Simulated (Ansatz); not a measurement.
System (SMILES): N[BH] (BH-NH2), doublet.
Atoms: B1, N2, H3, H4, H5. Bonds: B1-N2, B1-H3, N2-H4, N2-H5.

Basis-set convergence of the lowest harmonic wavenumber at PBE with Ansatz (an electronic-structure program). Each level at its own minimum, finite differences of forces, unscaled; the reference is a large set that could be run, not a limit. Cartesian d functions, on some or all atoms, in 6-31G*, 6-31+G*; all else is spherical. Open shells are unrestricted. No added dispersion term, no relativity. Reference: the value in aug-pcseg-2, 594 cm⁻¹, itself unsure by roughly 4 cm⁻¹ (its mean distance from aug-cc-pVTZ, def2-TZVPPD). Deviations are taken from unrounded values.

```tsv
basis	functions	lowest harmonic wavenumber (cm⁻¹)
6-31G*	36	558
6-31+G*	44	586
cc-pVDZ	43	557
aug-cc-pVDZ	73	575
def2-SVP	43	585
def2-SVPD	64	617
pcseg-1	43	573
aug-pcseg-1	73	578
6-311G**	54	583
6-311+G**	62	588
def2-TZVP	80	595
def2-TZVPD	101	591
cc-pVTZ	102	588
aug-cc-pVTZ	161	588
pcseg-2	102	597
aug-pcseg-2	161	594
def2-TZVPP	104	590
def2-TZVPPD	125	591
```

What the diffuse functions change, pair by pair:
- 6-31G* to 6-31+G*: 8 more functions, deviation -36 to -7 cm⁻¹
- cc-pVDZ to aug-cc-pVDZ: 30 more functions, deviation -36 to -19 cm⁻¹
- def2-SVP to def2-SVPD: 21 more functions, deviation -9 to 23 cm⁻¹
- pcseg-1 to aug-pcseg-1: 30 more functions, deviation -21 to -15 cm⁻¹
- 6-311G** to 6-311+G**: 8 more functions, deviation -11 to -6 cm⁻¹
- def2-TZVP to def2-TZVPD: 21 more functions, deviation 1 to -3 cm⁻¹
- cc-pVTZ to aug-cc-pVTZ: 59 more functions, deviation -5 to -6 cm⁻¹
- pcseg-2 to aug-pcseg-2: 59 more functions, deviation 4 to 0 cm⁻¹
- def2-TZVPP to def2-TZVPPD: 21 more functions, deviation -4 to -3 cm⁻¹

Leaving out the reference's own pair, they bring the value nearer the reference by more than 4 cm⁻¹ in 4 of 8 pairs.
